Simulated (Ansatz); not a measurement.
`FCCI` + H₂ → `CCI` + H–F at 400 K and 1 bar (hydrogenolysis of a C–F bond).

Computed with Ansatz on PBE0-D4/def2-TZVP structures; ΔE is electronic, products minus reactants. CCSD(T)/CBS adds triple-zeta CCSD(T) − MP2 to the extrapolated MP2 energy (def2 sets, frozen cores). This one scheme is used for every species. Elements past krypton have def2 core potentials. For I outer-core shells are correlated without core-valence functions, which leaves a few kJ/mol of doubt a bond. Each species was taken in one conformer, which may not be the lowest.

```json
{"species": "`FCCI`", "CCSD(T)/CBS energy (Eh)": "-475.73911", "H − E (kJ/mol)": "177.3", "S (J/(mol·K))": "337.9"}
{"species": "H₂", "CCSD(T)/CBS energy (Eh)": "-1.17544", "H − E (kJ/mol)": "38.0", "S (J/(mol·K))": "139.0"}
{"species": "`CCI`", "CCSD(T)/CBS energy (Eh)": "-376.55933", "H − E (kJ/mol)": "193.0", "S (J/(mol·K))": "314.9"}
{"species": "H–F", "CCSD(T)/CBS energy (Eh)": "-100.39570", "H − E (kJ/mol)": "36.5", "S (J/(mol·K))": "182.2"}
```

H − E and S are ideal-gas, rigid-rotor, harmonic terms from PBE0-D4/def2-TZVP, for one conformer and one mirror image of each species. The MP2-based limit puts H₂ 0.8 mEh under its directly extrapolated value; such offsets cancel only in part. 1 Eh = 2625.50 kJ/mol, R = 8.31446 J/(mol·K).

Question: By hand: ΔE, ΔH, ΔS and ΔG.

Answer: ΔE = (-376.55933) + (-100.39570) − (-475.73911) − (-1.17544) = -0.04048 Eh = -106.3 kJ/mol. Δ(H − E) = 193.0 + 36.5 − 177.3 − 38.0 = 14.2, so ΔH = -92.1 kJ/mol. ΔS = 314.9 + 182.2 − 337.9 − 139.0 = 20.2 J/(mol·K). ΔG = -92.1 − 400 × (20.2)/1000 = -100.2 kJ/mol.

Question: By hand: the equilibrium constant, and the temperature at which ΔG would vanish if ΔH and ΔS stayed fixed.

Answer: log₁₀ K = −ΔG/(RT ln 10) = 13.1. ΔH and −TΔS have one sign here, so there is no such temperature.

ΔH outweighs TΔS. A doubt of 5 kJ/mol in ΔE shifts log₁₀ K by 0.7 here. Other conformers and mirror images would add mixing entropy, several J/(mol·K) or more a flexible species. These are equilibria of isolated gas molecules and say nothing of rates. Largest T1 diagnostic: 0.009 (customary marks: 0.02 for closed shells, 0.045 for open ones).
